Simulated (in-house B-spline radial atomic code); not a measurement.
Ionisation energies along the 35-electron series, configuration [Ar] 3d10 4s2 4p5, as differences of self-consistent energies. NIST's values go from ground level to ground level; the uncertainty of those that are theory runs from under 0.1 % in few-electron ions to several per cent in heavy many-electron ones. Computed with a B-spline radial code for spherical atoms: non-relativistic Hartree-Fock, average of the configuration, point nuclei.

This level leaves out relativity, spin-orbit splitting included, which matters for heavy ions.

| ion | configuration after | ionisation energy (eV) | IE/(q+1)² (eV) | -ε less Coulomb ΔSCF (eV) | tabulated value (eV) | computed minus tabulated (eV) |
| --- | --- | --- | --- | --- | --- | --- |
| Te17+ | [Ar] 3d10 4s2 4p4 | 490.6 | 1.5143 | 0.56205 | 491 | -0.4 |
| I18+ | [Ar] 3d10 4s2 4p4 | 535.0 | 1.4819 | 0.56152 | 535 | 0.0 |
| Xe19+ | [Ar] 3d10 4s2 4p4 | 581.1 | 1.4526 | 0.56121 | 582 | -0.9 |
| Cs20+ | [Ar] 3d10 4s2 4p4 | 628.9 | 1.426 | 0.56106 | 629 | -0.1 |
| Ba21+ | [Ar] 3d10 4s2 4p4 | 678.4 | 1.4017 | 0.56106 | 679 | -0.6 |
| La22+ | [Ar] 3d10 4s2 4p4 | 729.7 | 1.3794 | 0.56118 | 731 | -1.3 |
| Ce23+ | [Ar] 3d10 4s2 4p4 | 782.7 | 1.3588 | 0.56139 | 785 | -2.3 |
| Pr24+ | [Ar] 3d10 4s2 4p4 | 837.4 | 1.3398 | 0.56169 | 840 | -2.6 |
| Nd25+ | [Ar] 3d10 4s2 4p4 | 893.8 | 1.3222 | 0.56206 | 896 | -2.2 |
| Pm26+ | [Ar] 3d10 4s2 4p4 | 952.0 | 1.3059 | 0.56249 | 956 | -4.0 |
| Sm27+ | [Ar] 3d10 4s2 4p4 | 1011.9 | 1.2907 | 0.56296 | 1016 | -4.1 |
| Eu28+ | [Ar] 3d10 4s2 4p4 | 1073.5 | 1.2764 | 0.56347 | 1078 | -4.5 |
| Gd29+ | [Ar] 3d10 4s2 4p4 | 1136.8 | 1.2631 | 0.56402 | 1142 | -5.2 |
